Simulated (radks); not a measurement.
The numbers below are computed, except where a source is named.
Task: Numerical settings for neutral titanium, [Ar] 3d2 4s2. Code: a radial shooting solver on a logarithmic mesh with Libxc functionals. Model: Dirac Kohn-Sham, BLYP, spin-unpolarised, spherical densities, point nucleus; open shells fill j = l - 1/2 first. The defaults (mesh step 0.008 in ln r, mesh end at 40 bohr or more with all orbitals vanishing there, Anderson mixing 0.5 over 9 steps, residual threshold near 1e-9 with the energy settled to 1e-9 hartree or 1e-11 of itself, here a cap of 79 iterations) give E = -853.8436 hartree and 3d3/2 at -4.151 eV in 14 iterations. Run on one thread of a shared host, so times are rough (Intel(R) Xeon(R) Platinum 8559C): 0.09 s of CPU time, 0.09 s wall, 14 iterations on 2669 mesh points. One setting is changed at a time: mesh step in ln r 0.005; mesh step in ln r 0.12; mesh step in ln r 0.003; mesh end (bohr) 20; mesh end (bohr) 8; residual threshold 1e-13; residual threshold 0.1; mixing 2.5; linear mixing, mixing 1; linear mixing, mixing 0.05; mixing history 20; iteration cap 2. Which runs fail to converge, and which converge to a wrong energy?

Result: Not converged within the cap: mesh step in ln r 0.12; linear mixing, mixing 1; linear mixing, mixing 0.05; iteration cap 2. Settings that end as converged yet miss the energy by more than 1 mhartree: mesh end (bohr) 8 (+0.0082 hartree).
